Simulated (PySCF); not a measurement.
AlClH (calculated)

Calculation on a computer-drawn molecule: vertical ionisation energy to the stated ion spin, frozen-core CCSD(T) at the basis limit and cheaper methods, single-reference cases, UHF for radicals, no spin-orbit; all values are single points at the evaluated structure, the first of each entry, which is the reference or a displaced copy of it and isn't optimised; the reference structure only sets the zero of the energies above reference; triples share is (T) over the correlation energy. Program: PySCF 2.14.0.

Common to all runs: charge 1; multiplicity 1; ion multiplicity 2; diffuse functions no; basis cc-pV(n+d)Z; reference is the Hartree-Fock double-zeta minimum; best is HF at quadruple zeta + MP2 correlation extrapolated from triple and quadruple zeta + CCSD(T) minus MP2 at triple zeta; basis step is the size of the change from the same recipe one zeta lower.

```yaml
- entry: 1
  formula: AlClH
  evaluated_structure:
    atoms_angstrom:
      - [Al, -0.5217, 3.3733, 2.6025]
      - [Cl, -2.5236, 2.8569, 2.3656]
      - [H, 1.0082, 3.6932, 2.9416]
  reference_structure:
    atoms_angstrom:
      - [Al, -0.5374, 3.3697, 2.701]
      - [Cl, -2.477, 2.9495, 2.3909]
      - [H, 0.9463, 3.6911, 2.9382]
  given:
    drawn_bonds_atom: [1, 1]
    drawn_bonds_other_atom: [2, 3]
    drawn_bonds_order: [1, 1]
  results:
    "ionisation_energy_best [eV]": 18.5
    "ionisation_energy_basis_step [eV]": 0.07183
    "energy_above_reference_best [kcal/mol]": 2.139
    "energy_above_reference_basis_step [kcal/mol]": 0.3346
    triple_zeta_method: [HF, PBE, r2SCAN, B3LYP, wB97X, MP2, CCSD, "CCSD(T)"]
    "triple_zeta_ionisation_energy [eV]": [17.14, 18.36, 18.44, 18.45, 18.4, 18.42, 18.21, 18.31]
    "triple_zeta_energy_above_reference [kcal/mol]": [2.761, 1.294, 2.12, 1.948, 2.628, 2.191, 2.045, 1.863]
    "ionisation_energy_Koopmans_at_triple_zeta [eV]": 18.84
    "ionisation_energy_EOM_CCSD_at_triple_zeta [eV]": 18.41
    "total_energy_HF_triple_zeta [hartree]": -701.8016
    "total_energy_CCSD(T)_triple_zeta [hartree]": -702.0784
    "total_energy_best [hartree]": -702.1234
    T1_diagnostic_at_triple_zeta: 0.01187
    D1_diagnostic_at_triple_zeta: 0.02185
    ion_T1_diagnostic_at_triple_zeta: 0.01049
    ion_D1_diagnostic_at_triple_zeta: 0.02804
    ion_spin_squared_at_triple_zeta: 0.7606
    triples_share_at_triple_zeta: 0.03851
    basis_functions_triple_zeta: 92
- entry: 2
  formula: AlClH
  evaluated_structure:
    atoms_angstrom:
      - [Al, -0.529, 3.3661, 2.7122]
      - [Cl, -2.5903, 2.9204, 2.3745]
      - [H, 0.9528, 3.6847, 2.9357]
  reference_structure:
    atoms_angstrom:
      - [Al, -0.5374, 3.3697, 2.701]
      - [Cl, -2.477, 2.9495, 2.3909]
      - [H, 0.9463, 3.6911, 2.9382]
  given:
    drawn_bonds_atom: [1, 1]
    drawn_bonds_other_atom: [2, 3]
    drawn_bonds_order: [1, 1]
  results:
    "ionisation_energy_best [eV]": 18.28
    "ionisation_energy_basis_step [eV]": 0.06837
    "energy_above_reference_best [kcal/mol]": 4.032
    "energy_above_reference_basis_step [kcal/mol]": 0.6154
    triple_zeta_method: [HF, PBE, r2SCAN, B3LYP, wB97X, MP2, CCSD, "CCSD(T)"]
    "triple_zeta_ionisation_energy [eV]": [16.91, 18.23, 18.26, 18.24, 18.18, 18.2, 18.0, 18.1]
    "triple_zeta_energy_above_reference [kcal/mol]": [4.586, 3.126, 4.041, 3.605, 4.605, 3.852, 3.839, 3.596]
    "ionisation_energy_Koopmans_at_triple_zeta [eV]": 18.64
    "ionisation_energy_EOM_CCSD_at_triple_zeta [eV]": 18.19
    "total_energy_HF_triple_zeta [hartree]": -701.7986
    "total_energy_CCSD(T)_triple_zeta [hartree]": -702.0756
    "total_energy_best [hartree]": -702.1204
    T1_diagnostic_at_triple_zeta: 0.01231
    D1_diagnostic_at_triple_zeta: 0.02202
    ion_T1_diagnostic_at_triple_zeta: 0.01028
    ion_D1_diagnostic_at_triple_zeta: 0.02749
    ion_spin_squared_at_triple_zeta: 0.7606
    triples_share_at_triple_zeta: 0.03883
    basis_functions_triple_zeta: 92
```
